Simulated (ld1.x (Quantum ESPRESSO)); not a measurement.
The numbers below are computed, except where a source is named.
# Potentials for tin compared

Generated with ld1.x 7.5 (TM, RRKJ, ultrasoft, PAW), atompaw 4.2 or ONCVPSP 4.0.1. The cutoff is in Ry: for ld1.x and atompaw files where the sum of valence levels is converged to 10 mRy in a Bessel basis, for ONCV files where the hardest occupied wave has 1 mHa per electron of residual kinetic energy. The error is the largest all-electron minus pseudo excitation energy over each file’s own four to seven test configurations (ionisations up to +4, promotions, holes and added fractions of an electron), all of which were solved. The labels leave out finer settings (local radius, basis sizes, second energies), which also bear on the numbers. Spin-polarised tests are not counted. The rows are a selection from randomly drawn settings: files with unsolved tests, undetermined cutoffs or missed reference levels are left out.

A true bound ghost makes a file unfit for plane-wave use even where its test errors are small: the radial tests pick states by their node count and pass the ghost by.

| potential | cutoff (Ry) | largest error (meV) | bound ghosts |
| --- | --- | --- | --- |
| RRKJ, LDA (PZ), scalar-relativistic, rc 1.80/2.75/2.35 (spd), local s, core correction no, reference 5s1.75 5p2.25 | 21 | +62 | d |
| TM, PBEsol, scalar-relativistic, rc 1.85/1.95/1.95 (spd), local s, core correction no, reference 5s1 5p3 | 25 | -27 | d |
| TM semilocal, PBE, non-relativistic, rc 2.00/2.25/1.25 (spd), local p, core correction yes, reference 4d10 5s2 5p0 | 100 | -361 | none |
| TM, LDA (PZ), scalar-relativistic, rc 1.60/2.00 (sp), local s, core correction no, reference 5s1.75 5p2.25 | 35 | +296 | none |
| RRKJ, LDA (PZ), scalar-relativistic, rc 1.75/2.10/1.50 (spd), local s, core correction yes, reference 4d10 5s1 5p3 | 70 | -287 | none |

Task: Fill in the row for Sn: RRKJ, PBEsol, scalar-relativistic, rc 1.85/2.70 (sp), local s, core correction yes, reference 5s2 5p2.

Result: cutoff 21 Ry, largest error -330 meV, bound ghosts: none.
